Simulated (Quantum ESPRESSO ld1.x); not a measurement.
Values are calculated unless marked as measured or tabulated.
Question: Coherent X-ray form factor from a spherical all-electron density. Code: ld1.x of Quantum ESPRESSO 7.5. Model: scalar-relativistic Kohn-Sham, LDA (Slater exchange, VWN5 correlation), spin-polarised, spherical densities, point nucleus.

sin(theta)/lambda (1/angstrom)  f0 (electrons)
0.05                                    61.842
0.1                                     61.372
0.15                                    60.603
0.2                                     59.554
0.25                                    58.253
0.3                                     56.731
0.4                                     53.168
0.5                                     49.158
0.6                                     44.978
0.8                                     36.961
1                                       30.213
1.25                                    23.962
1.5                                     19.806
2                                       15.265

The species is in the configuration that NIST lists as its ground one. Which atom or ion scatters so?

Answer: The lead ion Pb20+, [Kr] 4d10 4f14 5s2. Extrapolating in s^2 from the first two rows gives f0(0) = 62.0, near the electron count 62; among species with that count, the fall with angle is slower the higher Z, and the table is that of Z = 82; from so few rows the species is fixed only to a neighbour or two.
